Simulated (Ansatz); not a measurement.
`S[SiH]1C[SiH2]1`, relaxed with RKS PBE-D4/def2-SVP in Ansatz from a rough embedded geometry. The force threshold is 0.03 eV/Å; the program also tests the step.

Total charge 0; spin multiplicity 1.

Start:

```xyz
10

S     0.965    0.673    2.220
Si    0.896   -0.414    0.457
C    -0.211    0.486   -0.662
Si   -1.141   -1.070   -0.370
H     1.365    1.881    1.691
H     2.197   -0.673   -0.247
H     0.122    0.553   -1.738
H    -0.671    1.390   -0.373
H    -2.320   -0.832    0.495
H    -1.203   -1.994   -1.474
```

Task: How much energy does the relaxation release, and in how many steps? (Best estimate.)

Result: The calculation gave: 11.98 kcal/mol, in 8 steps, 1 of them rejected.

Task: Which bonds change most? (An estimate is asked.)

Result: The calculation gave: Si2–C3 from 1.813 to 1.915 Å; C3–Si4 from 1.836 to 1.925 Å; S1–Si2 from 2.073 to 2.153 Å; Si4–H10 from 1.441 to 1.500 Å.

Task: Give the relaxed structure. (Best estimate.)

Result: Ansatz gave: 
```xyz
10

S     0.915    0.638    2.354
Si    0.879   -0.225    0.382
C    -0.293    0.579   -0.901
Si   -1.108   -1.066   -0.321
H     1.666    1.726    2.008
H     2.206   -0.692   -0.143
H     0.066    0.613   -1.948
H    -0.798    1.521   -0.617
H    -2.336   -0.937    0.529
H    -1.197   -2.159   -1.343
```
